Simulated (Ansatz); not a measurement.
`C#C[SiH]F`, charge 0, multiplicity 2.

Question: Give a relaxed structure at PBE0-D4/def2-TZVP (the Gaussian-basis code of Ansatz). (Best estimate.)

Answer: Ansatz gave: 
```xyz
6

C     1.717    0.255    0.006
C     0.515    0.138    0.053
Si   -1.279    0.123    0.268
F    -1.759   -1.336    0.715
H     2.778    0.347   -0.047
H    -1.973    0.474   -0.996
```
